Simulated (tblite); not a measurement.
C7H13P.
Bonds: C1–C2, C2–C3, C3–P4, P4–C5, C5–C6, C6–C7 (double), C7–C8, P4–C8. Hydrogens: H9, H10, H11 on C1; H12, H13 on C2; H14, H15 on C3; H16, H17 on C5; H18 on C6; H19 on C7; H20, H21 on C8.

Structure optimised with GFN2-xTB, isolated species.

(1) List the bond lengths, angles and torsions at this level.

## Answers

(1) 
| bond | length (pm) | order |
| --- | --- | --- |
| C1–C2 | 152.4 | single |
| C2–C3 | 152.5 | single |
| C3–P4 | 186.6 | single |
| P4–C5, P4–C8 | 187.2 | single |
| C5–C6, C7–C8 | 149.7 | single |
| C6=C7 | 132.0 | double |
| C1–H9, C1–H10, C1–H11 | 108.8 | single |
| C2–H12, C2–H13 | 109.3 | single |
| C3–H14, C3–H15 | 109.4 | single |
| C5–H16 and 3 like bonds | 109.4 | single |
| C6–H18, C7–H19 | 107.9 | single |

Bonds in one row agree within 1 pm and their mean is given. Orders are formal, as drawn. A selection of angles:
| angle | degrees |
| --- | --- |
| C2–C1–H9 | 110.6 |
| C2–C1–H10 | 110.4 |
| H9–C1–H10 | 108.3 |
| C1–C2–C3 | 111.5 |
| C1–C2–H12 | 109.6 |
| C3–C2–H12 | 109.1 |
| H12–C2–H13 | 107.4 |
| C2–C3–P4 | 111.9 |
| C2–C3–H14 | 110.8 |
| C2–C3–H15 | 109.2 |
| P4–C3–H14 | 109.5 |
| P4–C3–H15 | 106.9 |
| H14–C3–H15 | 108.3 |
| C3–P4–C5 | 98.0 |
| C5–P4–C8 | 90.5 |
| P4–C5–C6 | 106.4 |
| P4–C5–H16 | 109.3 |
| P4–C5–H17 | 110.8 |
| C6–C5–H16 | 110.3 |
| C6–C5–H17 | 112.7 |
| H16–C5–H17 | 107.3 |
| C5–C6–C7 | 116.6 |
| C5–C6–H18 | 119.2 |
| C7–C6–H18 | 124.2 |

Dihedral angles: C1–C2–C3–P4 178° (antiperiplanar); C2–C3–P4–C5 84° (synclinal); C3–P4–C5–C6 80° (synclinal); P4–C5–C6–C7 13° (synperiplanar); C5–C6–C7–C8 0° (synperiplanar); C6–C7–C8–P4 -13° (synperiplanar); C3–P4–C8–C7 -82° (synclinal). The mirror-image conformer, all signs reversed, is as good.

The 5 C–C bonds span 1.320 Å (C6=C7, drawn double) to 1.525 Å (C2–C3, drawn single), a spread of 0.205 Å. The 5-membered ring P4–C5–C6–C7–C8 has internal angles of 90.5° to 116.6° (sum 536°, against 540° for a flat polygon); it is puckered, 0.10 Å rms from its mean plane, widest ring torsion 17°. P4 (phosphine phosphorus) is pyramidal (angles 98.0°, 96.6° and 90.5°, sum 285.1°, 0.98 Å off the plane of its three neighbours). Of the pairs four or more bonds apart, C6···H14 is among the closest relative to their van der Waals radii: 2.86 Å, 99 % of the sum of Bondi's values.

Point group: C1 (no symmetry element, even within 0.4 Å). Its GFN2-xTB frequencies are all real (lowest 62 cm⁻¹). The numbers are those of one conformer.

The run took 0.85 s of wall time on an Arm Neoverse V2 with one thread, shared host. This is the geometry optimisation.

The numbers are calculated, not measured.
